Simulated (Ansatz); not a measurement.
Cost and result for the atomization energy of `[F][Ga]([F])[SiH3]` (7 atoms, 6 bonds).

| atom | x (Å) | y (Å) | z (Å) |
| --- | --- | --- | --- |
| F1 | 0.123 | -2.618 | 0.602 |
| Ga2 | -0.624 | -1.050 | 0.390 |
| F3 | -2.320 | -1.121 | 0.812 |
| Si4 | 0.529 | 0.906 | -0.348 |
| H5 | -0.454 | 1.886 | -0.868 |
| H6 | 1.494 | 0.521 | -1.406 |
| H7 | 1.252 | 1.475 | 0.818 |

Total charge 0; spin multiplicity 1. Correlated methods include outer-core shells of Ga, which these sets cover unevenly. Scalar relativity is left out up to krypton. The structure was optimised at the PBE0-D4/def2-TZVP level. Program: Ansatz. All runs use 4 threads of a server CPU on a shared host. Times are those of one run each, without the atoms' runs, and a repeat can differ threefold. Electronic energies, without spin–orbit coupling; frozen cores. CCSD(T)/CBS adds CCSD(T) − MP2 in def2-TZVPP to the MP2 limit, and its time is that of the two runs behind it. T1 = 0.015. With those shells the extrapolation isn't a true limit. B3LYP takes the VWN-RPA correlation (the form of Gaussian; ORCA's B3LYP/G). HSE06 is the plane-wave form, built on full-range PBE exchange.

CCSD(T)/CBS is a level of theory with its own doubt, some kJ/mol a heavy atom from the limit and from the frozen cores, so smaller differences don't rank the functionals.

| level | functions | wall time | atomization (kcal/mol) | difference from CCSD(T)/CBS | per bond |
| --- | --- | --- | --- | --- | --- |
| LDA (SPW92)/def2-TZVPP | 194 | 0.85 s | 584.2 | 66.2 | 11.0 |
| BLYP-D4/def2-TZVPP | 194 | 1.2 s | 508.8 | -9.2 | -1.5 |
| PBE0-D4/def2-TZVPP | 194 | 1.6 s | 504.9 | -13.1 | -2.2 |
| BHLYP-D4/def2-TZVPP | 194 | 2 s | 494.5 | -23.5 | -3.9 |
| CAM-B3LYP-D4/def2-TZVPP | 194 | 2 s | 515.2 | -2.8 | -0.5 |
| HSE06-D4/def2-TZVPP | 194 | 2.3 s | 505.2 | -12.8 | -2.1 |
| r2SCAN-D4/def2-TZVPP (with forces) | 194 | 2.6 s | 516.7 | -1.3 | -0.2 |
| B3LYP-D4/def2-TZVPP (with forces) | 194 | 2.7 s | 508.5 | -9.5 | -1.6 |
| CCSD(T)/def2-SVP | 93 | 3.2 s | 484.2 | -33.8 | -5.6 |
| PBE-QIDH/def2-TZVPP | 194 | 3.3 s | 508.6 | -9.4 | -1.6 |
| MP2/def2-QZVPP | 363 | 9 s | 525.2 | 7.2 | 1.2 |
| CCSD(T)/def2-TZVPP | 194 | 35 s | 506.1 | -11.9 | -2.0 |
| CCSD(T)/CBS(def2) | – | 44 s | 518.0 | 0.0 | 0.0 |

At CCSD(T), def2-SVP lies −33.8 kcal/mol from the extrapolated value and def2-TZVPP −11.9 kcal/mol: correlation converges slowly with the basis, and small sets miss more of it in the bonded molecule than in its fragments. In def2-TZVPP, CCSD(T) changes the Hartree–Fock value by +127.0 kcal/mol (the triples alone add +7.3 kcal/mol) and MP2 by +138.6 kcal/mol; breaking electron pairs costs correlation energy, which Hartree–Fock lacks. From PBE to PBE0 (25 % exact exchange), in def2-TZVPP and without D4, the atomization energy moves by −10.0 kcal/mol: exact exchange takes away binding that semilocal exchange gives to molecules.
